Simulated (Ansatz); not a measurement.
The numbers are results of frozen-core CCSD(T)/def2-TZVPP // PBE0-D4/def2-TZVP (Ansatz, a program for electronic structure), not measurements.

Ansatz 0.2 input:
```yaml
crystal:
  periodic: [false, false, false]
  atoms:
    - { symbol: C, position_ang: [1.480998, 0.166607, 0.236019] }
    - { symbol: S, position_ang: [0.373181, -0.959529, -0.64059] }
    - { symbol: O, position_ang: [0.135126, -2.154512, 0.234408] }
    - { symbol: Si, position_ang: [-1.486332, 0.16094, -0.258399] }
    - { symbol: Cl, position_ang: [-1.46428, 2.016284, -1.134757] }
    - { symbol: H, position_ang: [2.465543, -0.302711, 0.237601] }
    - { symbol: H, position_ang: [1.522566, 1.115127, -0.303827] }
    - { symbol: H, position_ang: [1.136483, 0.309962, 1.261009] }
    - { symbol: H, position_ang: [-2.572417, -0.651871, -0.842383] }
    - { symbol: H, position_ang: [-1.590867, 0.299706, 1.210919] }
basis:
  gaussian: { orbitals: def2-TZVPP }
correlation:
  method: ccsd_t
```

Output:

```
Functional definition: HF
1517 factors; integrals over basis functions are off by at most 1.0e-3 eV
mean field evaluation 1: about -34327.5772 eV, gradient 4.5e1 eV
mean field evaluation 2: about -34327.9724 eV, gradient 4.5e1 eV
mean field evaluation 4: about -34332.5243 eV, gradient 5.4e0 eV
mean field evaluation 8: about -34332.6368 eV, gradient 4.0e-1 eV
mean field evaluation 16: about -34332.6379 eV, gradient 2.8e-6 eV
mean field -34332.63794100 eV, -1261.7011728340 hartree, gradient 2.8e-6 eV, S^2 0.000000; 0 other end points of the search recorded, 0 dependent functions left out
17 core orbitals not correlated
reference -34332.63794100 eV, -1261.7011728340 hartree; 16, 16 occupied and 225, 225 virtual orbitals, 1517 factors
second order -24.69562475 eV of doubles, -0.00000000 eV of singles
cycle   1  -25.26026689 eV  change   -5.6e-1 eV  update   1.3e-1
cycle   2  -25.89832590 eV  change   -6.4e-1 eV  update   4.5e-2
cycle   3  -26.10116508 eV  change   -2.0e-1 eV  update   2.6e-2
cycle   4  -26.09379084 eV  change    7.4e-3 eV  update   7.2e-3
cycle   5  -26.08788831 eV  change    5.9e-3 eV  update   3.9e-3
cycle   6  -26.08894047 eV  change   -1.1e-3 eV  update   1.5e-3
cycle   7  -26.08893891 eV  change    1.6e-6 eV  update   6.3e-4
cycle   8  -26.08883469 eV  change    1.0e-4 eV  update   2.1e-4
cycle   9  -26.08893843 eV  change   -1.0e-4 eV  update   7.9e-5
cycle  10  -26.08896087 eV  change   -2.2e-5 eV  update   3.1e-5
perturbative correction -1.15118017 eV, -0.0423050910 hartree
Total energy: -34359.87808205 eV, -1262.7022295534 hartree
```

Cost: around 8 core-minutes (rough).
